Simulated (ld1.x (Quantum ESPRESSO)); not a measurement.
# Configuration tests for Ge (Z = 32) (ultrasoft)

germanium (Ge), ultrasoft, made with ld1.x (Quantum ESPRESSO) 7.5 (PBEsol, fully relativistic). Core [Ar] 3d10, reference 4s2 4p2. Waves: 4s (bound): rcut 1.60, rcutus 1.75 bohr; 4s channel at 0.15 Ry: rcut 1.60, rcutus 1.75 bohr; 4p (bound): rcut 1.95, rcutus 2.40 bohr; 4p channel at 1.55 Ry: rcut 1.95, rcutus 2.40 bohr. Local part: all-electron potential smoothed inside 1.70 bohr (lloc = -1). Core correction: a·sin(br)/r model core inside 1.50 bohr. Augmentation charge: PSQ, radius 1.35 bohr.

Open shells are filled in proportion to 2j + 1 (rel_dist='average').

Energies are relative to the spin-unpolarised reference configuration 4s2 4p2; without spin polarisation the order of configurations can differ from experiment.

```json
{"valence configuration": "4s2 4p1", "charge": "+1", "ΔE all-electron (eV)": "7.455", "error AE − PS (meV)": "-5.9"}
{"valence configuration": "4s2 4p0", "charge": "+2", "ΔE all-electron (eV)": "22.907", "error AE − PS (meV)": "-53"}
{"valence configuration": "4s1 4p0", "charge": "+3", "ΔE all-electron (eV)": "57.695", "error AE − PS (meV)": "-333"}
{"valence configuration": "4s2 4p2.3", "charge": "-0.3", "ΔE all-electron (eV)": "-0.884", "error AE − PS (meV)": "-0.1"}
{"valence configuration": "4s2 4p1.5", "charge": "+0.5", "ΔE all-electron (eV)": "2.806", "error AE − PS (meV)": "-0.9"}
{"valence configuration": "4s1 4p3", "charge": "0", "ΔE all-electron (eV)": "7.978", "error AE − PS (meV)": "-12"}
```

Q: What are ΔE and the potential's error for 4s1 4p2?

A: ΔE = 16.181 eV all-electron; the error (AE − PS) is -34 meV.

Levels in the configuration 4s2 4p1:

| level | all-electron (eV) | pseudo (eV) |
| --- | --- | --- |
| 4s j=1/2 | -19.890 | -19.922 |
| 4p j=1/2 | -11.422 | -11.440 |
| 4p j=3/2 | -11.175 | -11.192 |
